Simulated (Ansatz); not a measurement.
**Abstraction of Cl: C2H5ClSi2 + SiH2(CH3)(SiH2) → C2H5Si2 + CH7ClSi2**

Species: C2H5ClSi2 `[SiH3]C#C[SiH2]Cl`, singlet; SiH2(CH3)(SiH2), doublet; C2H5Si2 `[SiH2]C#C[SiH3]`, doublet; CH7ClSi2 `C[SiH2][SiH2]Cl`, singlet. A radical takes Cl: the energy is the difference in strength between two Si–Cl bonds in different surroundings.

Shapes, held fixed at every level: PBE0-D4/def2-TZVP. Flexible molecules stand in one conformer, not always the lowest. Programs: Ansatz 0.2.0. Electronic energies: no zero-point or thermal term.

| level | kind | ΔE (kJ/mol) |
| --- | --- | --- |
| HF/def2-TZVPP | Hartree–Fock | +10.0 |
| PBE-D4/def2-TZVPP | GGA | +5.5 |
| r2SCAN-D4/def2-TZVPP | meta-GGA | +8.1 |
| PBE0-D4/def2-TZVPP | global hybrid | +8.7 |
| wB97M-V/def2-TZVPP | range-separated hybrid | +12.2 |
| wB97X-V/def2-TZVPP | range-separated hybrid | +11.1 |
| B2PLYP/def2-TZVPP | double hybrid | +11.7 |

B2PLYP/def2-TZVPP gives ΔE = +11.7 kJ/mol; the levels span +5.5 to +12.2. The median of the levels is +10.0. No measured value is set beside it here. Spin contamination: C2H5Si2 (⟨S²⟩ up to 0.88). Open shells run unrestricted.
